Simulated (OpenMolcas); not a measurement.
Sr: effect of the basis set

| Item | Value |
| --- | --- |
| Program | OpenMolcas 26.06 |
| Method | SS-CASPT2, IPEA 0.25 Eh, imaginary shift 0.1 Eh (closed shells correlated: 4s 4p) |
| Active space | 2 electrons in 4 orbitals (5s 5p) |
| State averaging | 2S+1 = 3 even, 3 roots; 2S+1 = 1 even, 6 roots; 2S+1 = 3 odd, 3 roots; 2S+1 = 1 odd, 3 roots |
| Spin-orbit coupling | RASSI with atomic mean-field integrals over the reference wave functions, term energies averaged over their components |

A. ANO-RCC-VDZP [6s5p2d], DKH2, point nucleus; CASPT2 step about 1.4 core-seconds
B. ANO-RCC-VTZP [7s6p3d1f], DKH2, point nucleus; CASPT2 step of the order of 1.2 core-seconds
C. ANO-RCC-VQZP [8s7p4d2f1g], DKH2, point nucleus; CASPT2 step roughly 2.9 core-seconds

Energies in cm-1 above 5s2 1S0, the measured ground level; measured values from NIST Handbook of Basic Atomic Spectroscopic Data.

```tsv
Level	A	B	C	Measured
5s2 1S0	0.0	0.0	0.0	0.0
5s 5p 3P* 0	14749	13864	13842	14318
5s 5p 3P* 1	14886	14005	13976	14504
5s 5p 3P* 2	15163	14291	14248	14899
5s 5p 1P* 1	30019	25087	24017	21698
5p2 3P0	39262	37694	37715	35193
5p2 3P1	39387	37825	37838	35400
5p2 3P2	39630	38066	38016	35675
```

Deviations, from unrounded energies. A percentage is the sum of absolute deviations over the sum of measured energies, with the sign that they share, or ± where signs differ.

| Against measurement | Levels | A | B | C |
| --- | --- | --- | --- | --- |
| mean absolute deviation (cm-1) | 7 | 3100 | 1800 | 1600 |
| other configurations (%) | 7 | +12.5 | ±7.1 | ±6.6 |

C lies closest to measurement on these levels and A furthest from it. The largest miss of C in the table is 5p2 3P0, by +2500 cm-1. The ranking rests on the paired levels alone, and a cruder setting can come out closer through cancelling errors.

Among A to C the level of the table that moves most is 5s 5p 1P* 1, by 6000 cm-1 (lowest in C, highest in A).

The ¹D term of p² mixes with s d, which this space lacks. Computed and measured levels are paired by configuration, term and J; levels that our copy of the source lacks, or whose pairing is in doubt (as where it misses far off the trend of its configuration), stay unpaired and out of the deviations. Only configurations of the active space appear. Levels that lie high or do not pair safely by name in every column are left out.

* marks odd parity.
